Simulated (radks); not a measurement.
Species: Ba XXVI. Configuration: [Ar] 3d10 4s2 4p1. Calculated with a radial shooting solver on a logarithmic mesh with Libxc functionals: Dirac Kohn-Sham, relativistic LDA (MacDonald-Vosko exchange, VWN5 correlation), spin-unpolarised, spherical densities, finite nucleus; open shells fill j = l - 1/2 first; Fermi nuclear charge, rms radius 4.8378 fm.

Spin-orbit splittings of the eigenvalues, e(l+1/2) - e(l-1/2), with zeta = 2 splitting/(2l+1) and mean radii in bohr:

| shell | occ. | splitting (eV) | zeta (eV) | <r> j=l-1/2 | <r> j=l+1/2 |
|---|---|---|---|---|---|
| 2p | 6 | 379.3 | 252.9 | 0.09198 | 0.09792 |
| 3p | 6 | 75.89 | 50.59 | 0.2776 | 0.2888 |
| 3d | 10 | 16.57 | 6.629 | 0.2580 | 0.2615 |
| 4p | 1 | 22.19 | 14.80 | 0.6039 | 0.6205 |
